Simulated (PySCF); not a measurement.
Species: CH3Cl2Si, charge 0, multiplicity 2. It need not be the lowest isomer of its formula. 
Structure (B3LYP-D3(BJ)/def2-TZVP (Ansatz) minimum search):
```xyz
7

Si    -0.1266    -0.0676     0.5873
C     -1.9827    -0.2641     0.4354
Cl     0.7982    -1.5672    -0.5052
Cl     0.4203     1.7694    -0.2027
H     -2.2907    -1.2332     0.8287
H     -2.4901     0.5270     0.9882
H     -2.2646    -0.2005    -0.6181
```
Charge 0, spin multiplicity 2.

Dispersion corrections to the total energy (kcal/mol) from the dftd3 and dftd4 libraries through PySCF: D3(BJ) without and D4 with the three-body term, each with the damping fitted for the functional named.

| functional | D3(BJ) | D4 |
|---|---|---|
| LC-wPBE | ___ | -5.14 |
| PW6B95 | -2.83 | -3.91 |
| B3LYP | -8.55 | ___ |
| CAM-B3LYP | -4.07 | -3.98 |
| PBE | -4.51 | -4.54 |
| HSE06 | ___ | -3.63 |
| TPSSh | -5.53 | -5.53 |

Task: What belongs in the gaps?

Result: 
- LC-wPBE, D3(BJ): -4.73
- B3LYP, D4: -7.45
- HSE06, D3(BJ): -3.42
